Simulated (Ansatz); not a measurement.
Ansatz results at the PBE0-D4/def2-TZVP geometry: HOMO–LUMO gap (PBE/def2-TZVPP) 4.34 eV; LUMO energy (ωB97M-V/def2-TZVPP) 0.68 eV; LUMO energy (PBE/def2-TZVPP) -1.95 eV.

Each molecule was computed in one conformer, which needn't be the lowest.

Task: Which molecule gave them?
A. `C[Si]([AlH2])([SiH3])Cl`
B. `C[B]([SiH3])[SnH3]`
C. `[AlH2][SiH]([SiH3])CCl`
D. `[SiH3][CH2][AlH][SiH2]Cl`

Result: D. The others give `C[B]([SiH3])[SnH3]`: 2.89, -0.38, -3.26; `C[Si]([AlH2])([SiH3])Cl`: 3.13, -0.50, -2.90; `[AlH2][SiH]([SiH3])CCl`: 4.03, 0.63, -2.03.
